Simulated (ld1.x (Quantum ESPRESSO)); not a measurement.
## Reading a pseudo-wave (cobalt)

Columns: radius, all-electron u(r) and pseudo u(r) of the 3d shell (level -8.46 eV) of cobalt in the configuration [Ne] 3s2 3p6 3d7 4s2 4p0; LDA (PZ), scalar-relativistic, RRKJ scheme, ld1.x (Quantum ESPRESSO) 7.5.

```json
{"r (bohr)": "0.068", "all-electron": "0.0330", "pseudo": "0.0038"}
{"r (bohr)": "0.135", "all-electron": "0.1548", "pseudo": "0.0284"}
{"r (bohr)": "0.202", "all-electron": "0.3265", "pseudo": "0.0894"}
{"r (bohr)": "0.270", "all-electron": "0.5051", "pseudo": "0.1952"}
{"r (bohr)": "0.338", "all-electron": "0.6605", "pseudo": "0.3412"}
{"r (bohr)": "0.405", "all-electron": "0.7798", "pseudo": "0.5107"}
{"r (bohr)": "0.473", "all-electron": "0.8654", "pseudo": "0.6883"}
{"r (bohr)": "0.540", "all-electron": "0.9180", "pseudo": "0.8472"}
{"r (bohr)": "0.608", "all-electron": "0.9447", "pseudo": "0.9734"}
{"r (bohr)": "0.675", "all-electron": "0.9506", "pseudo": "1.0513"}
{"r (bohr)": "0.742", "all-electron": "0.9414", "pseudo": "1.0805"}
{"r (bohr)": "0.810", "all-electron": "0.9210", "pseudo": "1.0659"}
{"r (bohr)": "0.878", "all-electron": "0.8931", "pseudo": "1.0185"}
{"r (bohr)": "0.945", "all-electron": "0.8608", "pseudo": "0.9540"}
{"r (bohr)": "1.013", "all-electron": "0.8251", "pseudo": "0.8837"}
{"r (bohr)": "1.080", "all-electron": "0.7885", "pseudo": "0.8192"}
{"r (bohr)": "1.148", "all-electron": "0.7508", "pseudo": "0.7632"}
{"r (bohr)": "1.215", "all-electron": "0.7140", "pseudo": "0.7173"}
{"r (bohr)": "1.283", "all-electron": "0.6773", "pseudo": "0.6776"}
{"r (bohr)": "1.350", "all-electron": "0.6421", "pseudo": "0.6421"}
{"r (bohr)": "1.418", "all-electron": "0.6078", "pseudo": "0.6078"}
{"r (bohr)": "1.485", "all-electron": "0.5753", "pseudo": "0.5753"}
{"r (bohr)": "1.553", "all-electron": "0.5438", "pseudo": "0.5438"}
{"r (bohr)": "1.620", "all-electron": "0.5143", "pseudo": "0.5143"}
{"r (bohr)": "1.688", "all-electron": "0.4859", "pseudo": "0.4859"}
{"r (bohr)": "1.755", "all-electron": "0.4593", "pseudo": "0.4593"}
```

Problem. How many radial nodes do the two functions have?

Solution. The all-electron 3d function has n − l − 1 = 0; the pseudo-wave has 0.

Problem. At about which radius was the pseudo-wave matched?

Solution. 1.35 bohr. The columns agree to 0.0005 from 1.28 bohr on; several derivatives are matched, so the curves merge somewhat inside the radius.

Problem. Is the pseudo-wave norm-conserving?

Solution. Yes: the RRKJ scheme keeps the norm inside the radius equal to the all-electron one, which fixes the energy derivative of the logarithmic derivative at the level.
